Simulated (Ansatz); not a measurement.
Cost and result up the ladder for SiCl(NHMe)3 (C3H12ClN3Si) (20 atoms). Total charge 0; singlet. Geometry: r2SCAN-D4/def2-SVP.

```xyz
20

Si   -0.013    0.029   -0.009
Cl   -1.252    1.637    0.587
N     1.229   -0.133    1.158
C     1.911    0.934    1.862
H     1.353   -1.059    1.557
H     3.010    0.818    1.831
H     1.669    1.900    1.395
H     1.611    1.010    2.924
N     0.619    0.391   -1.561
C    -0.099    1.036   -2.643
H     1.631    0.464   -1.622
H     0.160    0.597   -3.624
H    -1.183    0.900   -2.502
H     0.081    2.127   -2.701
N    -0.955   -1.401   -0.071
C    -1.974   -1.779    0.890
H    -1.055   -1.830   -0.986
H    -1.992   -2.871    1.054
H    -1.758   -1.308    1.862
H    -2.995   -1.461    0.599
```

Ansatz on 4 threads of Intel Xeon on a shared host. Times are rough, and most runs start from the orbitals of an earlier one. CAM-B3LYP-D4/def2-TZVP serves as the yardstick here, not as an exact answer. Differences are given only for rows in sets of like size (and for xTB, whose basis is part of the method), since another set adds its own error. Binding counts from free atoms at the same level (Si triplet, Cl doublet, N quartet, C triplet, H doublet; other spins of the atoms weren't run), without zero-point energy or a counterpoise term.

B3LYP takes the VWN-RPA correlation. HSE06 is defined as in plane-wave codes, on full-range PBE exchange. Correlated methods freeze 16 core orbitals. The rows differ in basis, and correlated rows in double-zeta sets carry the largest basis error.

Correlated methods converge slowly with the basis, most of all in double-zeta sets.

| level | functions | wall time | binding energy per atom (eV) | difference from CAM-B3LYP-D4/def2-TZVP (eV) |
| --- | --- | --- | --- | --- |
| HF/STO-3G | 60 | 0.6 s | 3.24 | – |
| HF/6-31G | 104 | 1.4 s | 2.48 | – |
| PBE-D4/def2-SVP | 180 | 2.2 s | 3.97 | – |
| B3LYP-D4/6-31G | 104 | 2.6 s | 3.68 | – |
| PBE0-D4/def2-SVP | 180 | 3.7 s | 3.91 | – |
| PBE-D4/def2-TZVP | 332 | 4.3 s | 3.96 | 0.05 |
| r2SCAN-D4/def2-TZVP | 332 | 7 s | 3.87 | -0.04 |
| HSE06-D4/def2-TZVP | 332 | 8.5 s | 3.90 | -0.01 |
| MP2/def2-TZVP | 332 | 11 s | 3.77 | -0.14 |
| CAM-B3LYP-D4/def2-TZVP | 332 | 12 s | 3.91 | 0.00 |
| PBE0-D4/def2-TZVP (with forces) | 332 | 15 s | 3.89 | -0.02 |
| CCSD(T)/def2-SVP | 180 | 72 s | 3.64 | – |
